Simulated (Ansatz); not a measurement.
Cost and result for the atomization energy of C3H7Si (`[CH]=C[SiH2]C`) radical (11 atoms, 10 bonds).

Z-matrix (Å, degrees):
```
Si
C 1 1.880
C 1 1.868 2 111.1
H 1 1.488 2 109.4 3 121.7
H 1 1.490 2 107.6 3 -121.0
C 2 1.301 1 122.0 3 -63.1
H 2 1.098 1 118.4 3 116.2
H 3 1.092 1 110.1 2 59.2
H 3 1.092 1 110.8 2 -60.4
H 3 1.093 1 110.9 2 179.2
H 6 1.082 2 140.0 1 179.5
```

The species carries charge 0 and has multiplicity 2. The geometry is a stationary point of PBE0-D4/def2-TZVP. It is one conformer, not always the lowest. Program: Ansatz. All runs use 4 threads of an Intel Xeon Platinum 8488C on a shared host. Times are those of one run each, without the atoms' runs, and a repeat can differ threefold. Electronic energies, without spin–orbit coupling; frozen cores. CCSD(T)/CBS adds CCSD(T) − MP2 in def2-TZVPP to the MP2 limit, and its time is that of the two runs behind it. T1 = 0.031; ⟨S²⟩ of the reference is 0.93.

CCSD(T)/CBS is a level of theory with its own doubt, some kJ/mol a heavy atom from the limit and from the frozen cores, so smaller differences don't rank the functionals.

```csv
level,functions,wall time,atomization (kJ/mol),difference from CCSD(T)/CBS,per bond
r2SCAN-D4/def2-TZVPP (with forces),233,3.6 s,4051.1,32.8,3.3
BHLYP-D4/def2-TZVPP,233,3.7 s,3954.2,-64.1,-6.4
CAM-B3LYP-D4/def2-TZVPP,233,4.1 s,4046.4,28.1,2.8
r2SCANh-D4/def2-TZVPP,233,4.5 s,4034.4,16.1,1.6
PBE-QIDH/def2-TZVPP,233,4.6 s,4008.6,-9.7,-1.0
B2PLYP/def2-TZVPP,233,4.9 s,3988.8,-29.5,-3.0
CCSD(T)/def2-SVP,95,6 s,3829.8,-188.5,-18.9
B97M-V/def2-TZVPP,233,6.5 s,4043.2,24.9,2.5
ωB97X-V/def2-TZVPP,233,7 s,4032.1,13.8,1.4
ωB97M-V/def2-TZVPP (with forces),233,8.5 s,4033.2,14.9,1.5
MP2/def2-QZVPP,451,24 s,3982.7,-35.6,-3.6
CCSD(T)/def2-TZVPP,233,7.9 min,3928.3,-90.0,-9.0
CCSD(T)/CBS(def2),–,8.3 min,4018.3,0.0,0.0
```

In def2-TZVPP, CCSD(T) changes the Hartree–Fock value by +861.4 kJ/mol (the triples alone add +47.9 kJ/mol) and MP2 by +862.6 kJ/mol; breaking electron pairs costs correlation energy, which Hartree–Fock lacks. From PBE to PBE0 (25 % exact exchange), in def2-TZVPP and without D4, the atomization energy moves by −41.4 kJ/mol: exact exchange takes away binding that semilocal exchange gives to molecules. At CCSD(T), def2-SVP lies −188.5 kJ/mol from the extrapolated value and def2-TZVPP −90.0 kJ/mol: correlation converges slowly with the basis, and small sets miss more of it in the bonded molecule than in its fragments.
